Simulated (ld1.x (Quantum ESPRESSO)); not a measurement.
# Configuration tests for F (ultrasoft)

| Property | Result |
| --- | --- |
| Element | fluorine (F) |
| Generator | ld1.x (Quantum ESPRESSO) 7.5 |
| Type | ultrasoft |
| Functional | PBEsol |
| Relativity | non-relativistic |
| Frozen core | [He] |
| Valence charge | 7 |
| Reference configuration | 2s2 2p5 |
| Partial waves | 2s (bound): rcut 0.55, rcutus 0.80 bohr; 2s channel at -1.35 Ry: rcut 0.55, rcutus 0.80 bohr; 2p (bound): rcut 1.20, rcutus 1.35 bohr; 2p channel at -0.45 Ry: rcut 1.20, rcutus 1.35 bohr; 3d channel at 0.05 Ry: rcut 0.95, rcutus 1.25 bohr |
| Local potential | all-electron potential smoothed inside 1.10 bohr (lloc = -1) |
| Core correction | none |
| Augmentation charge | built from norm-conserving waves at rcut, not smoothed further |

Energies are relative to the spin-unpolarised reference configuration 2s2 2p5; without spin polarisation the order of configurations can differ from experiment.

| valence configuration | charge | ΔE all-electron (eV) | error AE − PS (meV) |
| --- | --- | --- | --- |
| 2s2 2p4 | +1 | 19.328 | +14 |
| 2s2 2p3 | +2 | 57.616 | +110 |
| 2s2 2p5.3 | -0.3 | -2.656 | +0.4 |
| 2s1 2p6 | 0 | 18.607 | +21 |
| 2s1 2p5 | +1 | 38.220 | -3.4 |

Task: What are ΔE and the potential's error for 2s2 2p2?

Result: ΔE = 118.110 eV all-electron; the error (AE − PS) is +436 meV.

Task: What are ΔE and the potential's error for 2s2 2p1?

Result: ΔE = 203.699 eV all-electron; the error (AE − PS) is +1248 meV.

Levels in the configuration 2s2 2p5.3:

```
level  all-electron (eV)  pseudo (eV)
   2s            -25.152      -25.148
   2p             -6.713       -6.715
```
